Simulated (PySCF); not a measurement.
**Simulated characterisation data**

PySCF 2.14.0 with density-fitted response routines calculation with structure optimised with GFN2-xTB and PBE0/pcSseg-1 with gauge-including orbitals; in vacuum, non-relativistic Hamiltonian, single conformer, equivalent nuclei averaged.

δ = σ(ref) − σ, references computed at the same level: ¹H, ¹³C vs TMS. Splittings of carbon signals by F and P are missing where no couplings were computed. Where no couplings were computed, multiplicities follow the n + 1 count of equivalent neighbours, and m marks all less simple cases (inequivalent or close neighbours, rings, F or P nearby). Shifts are as computed. Against solution values, carbons near 30 ppm lie about +3 ppm off and those near 130 ppm about +5 ppm; carbons on Cl a further +6 ppm. Of 1211 compounds with measured shifts, 218 miss one by over three times the rms of a fit or turn the order of signals round; such compounds aren't used in these exercises. Carbons bonded to Cl come out too deshielded.

**1.** SMILES C=C/C(=C/C(F)(F)F)C(=C)Cl, C₇H₆ClF₃. ¹H NMR (600 MHz, computed): δ 6.60 (m, 1H), 6.26 (m, 1H), 6.04 (br s, 1H), 5.98 (m, 1H), 5.70 (m, 1H), 5.54 (br s, 1H). ¹³C{¹H} NMR (computed): δ 158.0, 145.3, 143.0, 132.4, 132.1, 128.3, 127.3.

**2.** `C[C@@H]1C[P@]1(=O)c1ccco1`, C₇H₉O₂P. ¹H NMR (600 MHz, computed): δ 7.83 (m, 1H), 7.80 (m, 1H), 6.88 (m, 1H), 2.26 (m, 1H), 2.14 (m, 1H), 1.34 (m, 3H), 0.91 (m, 1H). ¹³C{¹H} NMR (computed): δ 153.5, 148.4, 135.0, 119.2, 25.3, 21.7, 15.3.
